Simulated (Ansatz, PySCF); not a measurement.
THF (C4H8O), SMILES C1CCOC1. Atoms are numbered in the order given.

```xyz
13

C     -0.1378     1.2194    -0.2123
C      1.0215     0.5206     0.4890
C      0.8355    -0.9139     0.0091
O     -0.5543    -1.0914    -0.1714
C     -1.2221     0.1524    -0.1237
H     -0.4300     2.1724     0.2519
H      0.1192     1.4205    -1.2653
H      2.0087     0.9354     0.2390
H      0.8966     0.5800     1.5827
H      1.2091    -1.6618     0.7280
H      1.3654    -1.0804    -0.9496
H     -1.7867     0.2427     0.8254
H     -1.9512     0.2071    -0.9490
```

The structure is a stationary point at PBE0-D3(BJ)/def2-SVP. The values are those of a single conformer.

Two levels are set side by side: PBE-D3(BJ)/def2-SVP (Ansatz, a program for electronic structure) and PBE0-D3(BJ)/def2-SVP (Ansatz). Each level has its own optimised geometry; the coordinates shown are those of the second. Frequencies come from the Hessian of PySCF at each geometry. Differences are taken from unrounded values.

```tsv
quantity	PBE0-D3(BJ)
mean bond length (Å)	1.248
bond C1–C2 (Å)	1.524
bond C1–C5 (Å)	1.524
bond C2–C3 (Å)	1.524
bond C3–O4 (Å)	1.413
bond O4–C5 (Å)	1.413
bond C1–H6 (Å)	1.100
bond C1–H7 (Å)	1.102
bond C2–H8 (Å)	1.100
bond C2–H9 (Å)	1.102
bond C3–H10 (Å)	1.103
bond C3–H11 (Å)	1.108
bond C5–H12 (Å)	1.108
bond C5–H13 (Å)	1.103
highest harmonic wavenumber (cm⁻¹)	3151
mean harmonic wavenumber (cm⁻¹)	1560
zero-point energy (kcal/mol)	73.61
```

**Question.** What does PBE-D3(BJ) give, and how far is it from PBE0-D3(BJ)? (The exact figures need the calculation; the answer reports its results.)

**Answer.** 
| quantity | PBE-D3(BJ) | PBE-D3(BJ) minus PBE0-D3(BJ) |
|---|---|---|
| mean bond length (Å) | 1.258 | 0.010 |
| bond C1–C2 (Å) | 1.534 | 0.010 |
| bond C1–C5 (Å) | 1.533 | 0.009 |
| bond C2–C3 (Å) | 1.533 | 0.009 |
| bond C3–O4 (Å) | 1.429 | 0.016 |
| bond O4–C5 (Å) | 1.429 | 0.016 |
| bond C1–H6 (Å) | 1.108 | 0.008 |
| bond C1–H7 (Å) | 1.111 | 0.008 |
| bond C2–H8 (Å) | 1.108 | 0.008 |
| bond C2–H9 (Å) | 1.111 | 0.008 |
| bond C3–H10 (Å) | 1.112 | 0.009 |
| bond C3–H11 (Å) | 1.118 | 0.010 |
| bond C5–H12 (Å) | 1.118 | 0.010 |
| bond C5–H13 (Å) | 1.112 | 0.009 |
| highest harmonic wavenumber (cm⁻¹) | 3060 | -92 |
| mean harmonic wavenumber (cm⁻¹) | 1505 | -56 |
| zero-point energy (kcal/mol) | 70.99 | -2.62 |

Exact exchange shortens and stiffens bonds; PBE has none. Differences between two approximate levels are no errors against the true value.
